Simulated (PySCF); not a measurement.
Harmonic spectrum computed at PBE0 in the def2-TZVP basis family (core potentials from Rb on, PySCF, no spin–orbit coupling):

```tsv
ω (cm⁻¹)	IR (km/mol)
181	29.3
547	161
861	217
```

Question: Which molecule gave it? In each, all ligands are bound to the one heavy central atom.
A. WOF (quartet)
B. ScOF (singlet)
C. HfOF (doublet)
D. YOF (singlet)
E. TiOF (doublet)

Answer: D. It has Cs symmetry with Y–F 2.028 Å, Y–O 1.809 Å.
